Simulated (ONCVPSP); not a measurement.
## An all-electron radial function and its pseudo partner (Pd)

Columns: radius, all-electron u(r) and pseudo u(r) of the 4d shell (level -4.11 eV) of palladium in the configuration [Ar] 3d10 4s2 4p6 4d10; PW91, scalar-relativistic, ONCV scheme, ONCVPSP 4.0.1.

```csv
r (bohr),all-electron,pseudo
0.095,-0.1732,0.0032
0.190,-0.3941,0.0247
0.285,-0.3724,0.0773
0.380,-0.1777,0.1653
0.475,0.0754,0.2832
0.570,0.3162,0.4179
0.665,0.5135,0.5528
0.760,0.6594,0.6718
0.855,0.7565,0.7636
0.950,0.8127,0.8230
1.045,0.8373,0.8510
1.140,0.8388,0.8529
1.235,0.8245,0.8360
1.330,0.7996,0.8073
1.425,0.7681,0.7723
1.520,0.7330,0.7347
1.615,0.6961,0.6966
1.710,0.6587,0.6588
1.805,0.6219,0.6218
1.900,0.5860,0.5860
1.995,0.5516,0.5516
2.090,0.5188,0.5187
2.185,0.4876,0.4876
2.280,0.4582,0.4582
2.375,0.4305,0.4304
2.470,0.4044,0.4044
```

**Question.** How many radial nodes do the two functions have?

**Answer.** The all-electron 4d function has n − l − 1 = 1; the pseudo-wave has 0, since the states of the same l below it are removed with the core.

**Question.** At about which radius was the pseudo-wave matched?

**Answer.** 1.90 bohr. The columns agree to 0.0005 from 1.61 bohr on; several derivatives are matched, so the curves merge somewhat inside the radius.

**Question.** Where does each function peak?

**Answer.** Outermost all-electron maximum near 1.14 bohr, pseudo maximum near 1.14 bohr (to the table’s step).

**Question.** Is the pseudo-wave norm-conserving?

**Answer.** Yes: the ONCV scheme keeps the norm inside the radius equal to the all-electron one, which fixes the energy derivative of the logarithmic derivative at the level.
